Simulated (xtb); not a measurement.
AlF4, charge -1, singlet, at a GFN2-xTB geometry (such geometries of metal compounds can be far from the true shape).

Here is a job for xtb.
```
$ xtb mol.xyz --gfn 0 --chrg -1 --etemp 1000 --json

# file mol.xyz
5

Al    -0.00000000     0.00000000    -0.00000000
F      1.58679882    -0.29963334    -0.47610446
F      0.00001338     0.79617763     1.48340395
F     -0.75975736     0.96255905    -1.15353150
F     -0.82705485    -1.45910335     0.14623202
```

Predict the partial charges in atom order from GFN0-xTB (xtb).

Al1 0.37, F2 -0.34, F3 -0.34, F4 -0.34, F5 -0.34

Estimate the HOMO-LUMO gap that GFN0-xTB returns for this input.

9.51 eV

What total energy (a free energy at this electronic temperature) does GFN0-xTB give?

-18.486027 Ha
